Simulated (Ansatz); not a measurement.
Consider the ligand exchange at the Si–N bond: `BN([SiH3])[SiH2]Cl` + `OC1=CC1` → `[SiH3]OC1=CC1` + `BN[SiH2]Cl`.

Isolated molecules relaxed with PBE0-D4/def2-TZVP in Ansatz; ΔE leaves out vibrations. CBS: MP2 limit from def2 TZ/QZ plus the TZ coupled-cluster correction, frozen cores. DFT in def2-TZVPP. B3LYP here is the variant with VWN-RPA as its local correlation; programs differ in this. Each species was taken in one conformer, which may not be the lowest.

CCSD(T)/CBS gives -41.6 kJ/mol.

Question: Another level gave -44.5 kJ/mol. Which?
A. PBE0-D4/def2-TZVPP
B. HF/def2-TZVPP
C. B3LYP/def2-TZVPP
D. CCSD/def2-TZVPP

Answer: D. CCSD/def2-TZVPP -44.5, B3LYP -51.7, PBE0-D4 -38.1, HF/def2-TZVPP -56.2 kJ/mol.

Largest T1 diagnostic among the species: 0.012.

In def2-TZVPP, CCSD(T) changes the Hartree–Fock value by +13.6 kJ/mol (the triples alone add +1.9 kJ/mol) and MP2 by +13.8 kJ/mol. The D4 term adds +6.9 kJ/mol with B3LYP and +3.6 kJ/mol with PBE0; it sums over pairs of atoms, weighted by their polarisabilities, and B3LYP, whose exchange is more repulsive, gets the larger term.
